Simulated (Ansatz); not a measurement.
Mulliken charges of `O[SiH]1CS1` from r2SCAN/def2-TZVPP in Ansatz (PBE0-D4/def2-TZVP geometry).

```tsv
atom	x (Å)	y (Å)	z (Å)	charge (e)
O1	-1.426	1.263	-0.241	-0.412
Si2	0.089	0.726	0.043	0.553
C3	0.487	-1.037	0.330	-0.209
S4	1.118	-0.429	-1.341	-0.269
H5	-1.957	0.767	-0.868	0.211
H6	0.773	1.788	0.796	-0.063
H7	1.292	-1.336	0.996	0.097
H8	-0.283	-1.797	0.229	0.092
```

Problem. By hand: the dipole of these point charges (1 e Å = 4.8032 D).

Solution. Σ q r = (-0.128, -0.032, 0.299) e Å, of length 0.327 e Å = 1.57 D.

Problem. How does the dipole of the full density compare? (Best estimate.)

Solution. Computed: (-0.257, -0.113, 0.147) e Å, 1.52 D; the point charges give 1.03 times that, at 39° from its direction.

Point charges leave out the atoms' own dipoles, such as those of lone pairs, and Mulliken's split depends on the basis, so the two needn't agree.
